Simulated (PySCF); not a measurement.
Si: excitation energy

Si [Ne] 3s2 3p2 (3P) → Si [Ne] 3s2 3p1 4s1 (3P), as a difference of total energies. Calculation: PySCF 2.14, in aug-cc-pVQZ-DK (7s6p4d3f2g, 84 functions); scalar relativity by spin-free X2C-1e. Correlated levels: valence: [Ne] frozen. The calculations carry no spin-orbit coupling.

```csv
method,excitation energy (eV)
UHF,4.742
MP2 (valence),4.974
SCS-MP2 (valence),4.937
CCSD (valence),4.964
CCSD(T) (valence),4.982
```

Question: How much does correlation contribute at CCSD(T) (valence)?

Answer: 4.982 − (4.742) = 0.240 eV, measured against UHF.

The promoted electron is Rydberg-like, and one or two diffuse shells describe it only roughly, which tends to raise the upper state.
